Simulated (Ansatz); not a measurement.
One change: `[SiH3][SiH2][GeH3]` becomes `[SiH3][GeH3]`.

Ansatz, PBE0-D4/def2-TZVP geometries, multiplicity 1. 

Scalar relativity is left out up to krypton.

| property | `[SiH3][SiH2][GeH3]` |
| --- | --- |
| size of the dipole moment (B3LYP/def2-TZVPP) / D | 0.18 |
| ideal-gas entropy at 298 K and 1 bar (rigid rotor, harmonic PBE0-D4/def2-TZVP) / J/(mol·K) | 366 |
| LUMO energy (ωB97M-V/def2-TZVPP) / eV | 1.51 |
| HOMO energy (PBE0/def2-TZVPP) / eV | -7.98 |
| HOMO energy (B3LYP/def2-TZVPP) / eV | -7.78 |
| size of the dipole moment (ωB97M-V/def2-TZVPP) / D | 0.17 |

(1) What does the change do to each property? (An estimate is asked.)

Answers

(1) Ansatz gave: 
| property | `[SiH3][GeH3]` | shift |
| --- | --- | --- |
| size of the dipole moment (B3LYP/def2-TZVPP) / D | 0.13 | -0.05 |
| ideal-gas entropy at 298 K and 1 bar (rigid rotor, harmonic PBE0-D4/def2-TZVP) / J/(mol·K) | 293 | -73 |
| LUMO energy (ωB97M-V/def2-TZVPP) / eV | 1.94 | 0.43 |
| HOMO energy (PBE0/def2-TZVPP) / eV | -8.30 | -0.32 |
| HOMO energy (B3LYP/def2-TZVPP) / eV | -8.10 | -0.32 |
| size of the dipole moment (ωB97M-V/def2-TZVPP) / D | 0.12 | -0.05 |

With PBE0 the HOMO falls by 0.32 eV and the LUMO rises by 0.56 eV, so the gap widens by about 0.88 eV. PBE moves the HOMO by -0.27 eV and ωB97M-V by -0.39 eV. The zero-point energy changes by -45.5 kJ/mol with -9 modes. Dipoles are sizes alone; their direction can turn.

B3LYP here is the variant with VWN-RPA as its local correlation; programs differ in this.
